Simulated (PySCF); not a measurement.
Al(Cl) cation (AlCl), SMILES [Al][Cl] (connectivity only; charge and spin as stated), charge +1, multiplicity 2.

Geometry optimised at PBE0-D3(BJ)/def2-TZVPD. The spin state was assumed, not searched.

The numbers are results of PBE0-D3(BJ)/def2-TZVPD (PySCF 2.14.0), not measurements.

Frequencies are harmonic and unscaled.

Task: List the normal modes with their intensities. (Estimate from the structure and the level; the computed values follow.)

Result: 
```json
[
 {"mode": "1", "ν (cm⁻¹)": "597", "IR (km/mol)": "68.9", "moving atoms (share of kinetic energy)": "Al 57 %, Cl 43 %"}
]
```
